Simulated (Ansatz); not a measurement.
The cluster Ir₃⁺, relaxed as a triplet with UKS PBE-D4/def2-TZVP in Ansatz, starting from the PBE-D4/def2-TZVP geometry of the charge +1 singlet. Force threshold 0.02 eV/Å.

In the def2 sets Ir takes a core potential; there is no spin–orbit coupling. The charge 1 triplet is spin-contaminated (final ⟨S²⟩ up to 2.72, 2.00 for a pure state). At PBE-D4/def2-TZVP a quintet of charge 1 lies 0.28 eV below the triplet, each at its own geometry. The structure comes from a short search, and lower isomers may exist.

Start:

```
atom   x (Å)   y (Å)   z (Å)
 Ir1  -0.530   1.097  -0.634
 Ir2   1.323  -0.341  -0.141
 Ir3  -0.793  -0.756   0.775
```

```tsv
step	energy (eV)	largest force component (eV/Å)	SCF passes
1	-8513.4725	0.341	195
2	-8513.4763	0.164	61
3	-8513.4771	0.042	63
4	-8513.4776	0.188	74
5	-8513.4812	0.236	82
6 (rejected)	-8513.0095	4.226	64
7	-8513.4840	0.093	66
8	-8513.4842	0.025	39
9	-8513.4842	0.014	49
```

Force components are those of the run's own axes.

End:

Cartesian coordinates in Å:
```
Ir -0.524 1.085 -0.627
Ir 1.340 -0.331 -0.153
Ir -0.816 -0.753 0.780
```

By distances, no bond broke or formed. The bond that changes most is Ir2–Ir3, from 2.34 to 2.39 Å (atoms count from 1). The end is the same structure that another start reached.

No frequencies were taken in this run, so the end may be a saddle point.

It took 45 s on 4 threads of Intel Xeon on a shared host.
